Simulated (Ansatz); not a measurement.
Cost and result for the atomization energy of `BrC[SiH2]Br` (8 atoms, 7 bonds).

Charge 0, multiplicity 1. Correlated methods include outer-core shells of Br, which these sets cover unevenly. Scalar relativity is left out up to krypton. The geometry is a stationary point of PBE0-D4/def2-TZVP. It is one conformer, not always the lowest. Program: Ansatz. All runs use 4 threads of an Arm Neoverse V1 on a shared host. Times are those of one run each, without the atoms' runs, and a repeat can differ threefold. Electronic energies, without spin–orbit coupling; frozen cores. CCSD(T)/CBS adds CCSD(T) − MP2 in def2-TZVPP to the MP2 limit, and its time is that of the two runs behind it. T1 = 0.008. With those shells the extrapolation isn't a true limit. B3LYP takes the VWN-RPA correlation (the form of Gaussian; ORCA's B3LYP/G).

CCSD(T)/CBS is a level of theory with its own doubt, some kJ/mol a heavy atom from the limit and from the frozen cores, so smaller differences don't rank the functionals.

```json
{"level": "B3LYP-D4/def2-TZVPP (with forces)", "functions": "225", "atomization (kcal/mol)": "592.3", "difference from CCSD(T)/CBS": "-8.5", "per bond": "-1.2"}
{"level": "ωB97M-V/def2-TZVPP (with forces)", "functions": "225", "atomization (kcal/mol)": "595.6", "difference from CCSD(T)/CBS": "-5.2", "per bond": "-0.7"}
{"level": "PBE0-D4/def2-TZVPP", "functions": "225", "atomization (kcal/mol)": "596.7", "difference from CCSD(T)/CBS": "-4.1", "per bond": "-0.6"}
{"level": "CCSD(T)/CBS(def2)", "functions": "–", "atomization (kcal/mol)": "600.8", "difference from CCSD(T)/CBS": "0.0", "per bond": "0.0"}
{"level": "MP2/def2-QZVPP", "functions": "425", "atomization (kcal/mol)": "601.4", "difference from CCSD(T)/CBS": "0.6", "per bond": "0.1"}
{"level": "CCSD(T)/def2-TZVPP", "functions": "225", "atomization (kcal/mol)": "582.2", "difference from CCSD(T)/CBS": "-18.6", "per bond": "-2.7"}
{"level": "B2PLYP/def2-TZVPP", "functions": "225", "atomization (kcal/mol)": "586.7", "difference from CCSD(T)/CBS": "-14.1", "per bond": "-2.0"}
{"level": "PBE-D4/def2-TZVPP (with forces)", "functions": "225", "atomization (kcal/mol)": "601.8", "difference from CCSD(T)/CBS": "1.0", "per bond": "0.1"}
{"level": "r2SCAN-D4/def2-TZVPP (with forces)", "functions": "225", "atomization (kcal/mol)": "599.5", "difference from CCSD(T)/CBS": "-1.3", "per bond": "-0.2"}
{"level": "ωB97X-V/def2-TZVPP", "functions": "225", "atomization (kcal/mol)": "598.5", "difference from CCSD(T)/CBS": "-2.3", "per bond": "-0.3"}
```

Task: Order the runs by time, with rough figures. (Best estimate.)

Result: Ansatz gave: PBE-D4/def2-TZVPP (with forces) 2.6 s; PBE0-D4/def2-TZVPP 4 s; r2SCAN-D4/def2-TZVPP (with forces) 5.5 s; B3LYP-D4/def2-TZVPP (with forces) 6 s; B2PLYP/def2-TZVPP 6.5 s; ωB97X-V/def2-TZVPP 10 s; ωB97M-V/def2-TZVPP (with forces) 15 s; MP2/def2-QZVPP 23 s; CCSD(T)/def2-TZVPP 3.4 min; CCSD(T)/CBS(def2) 3.7 min.

The D4 term adds +8.2 kcal/mol with B3LYP and +4.2 kcal/mol with PBE0; it sums over pairs of atoms, weighted by their polarisabilities, and B3LYP, whose exchange is more repulsive, gets the larger term. In def2-TZVPP, CCSD(T) changes the Hartree–Fock value by +139.2 kcal/mol (the triples alone add +8.9 kcal/mol) and MP2 by +147.6 kcal/mol; breaking electron pairs costs correlation energy, which Hartree–Fock lacks. From PBE to PBE0 (25 % exact exchange), in def2-TZVPP and without D4, the atomization energy moves by −4.4 kcal/mol: exact exchange takes away binding that semilocal exchange gives to molecules.
